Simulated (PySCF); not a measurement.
**How methods differ on the excitation energy of Kr²⁺**

Kr²⁺ [Ar] 3d10 4s2 4p4 (3P) → Kr²⁺ [Ar] 3d10 4s2 4p3 4d1 (5D), as a difference of total energies. Calculation: PySCF 2.14, in aug-cc-pVTZ-DK (7s6p4d2f, 59 functions); scalar relativity by spin-free X2C-1e. Correlated levels: valence: [Ar] 3d10 frozen. The calculations carry no spin-orbit coupling.

```tsv
method	excitation energy (eV)
UHF	16.113
MP2 (valence)	16.605
SCS-MP2 (valence)	16.766
CCSD (valence)	16.683
CCSD(T) (valence)	16.700
```

Task: How much does correlation contribute at CCSD(T) (valence)?

Result: 16.700 − (16.113) = 0.587 eV, measured against UHF.

The promoted electron is Rydberg-like, and one or two diffuse shells describe it only roughly, which tends to raise the upper state.
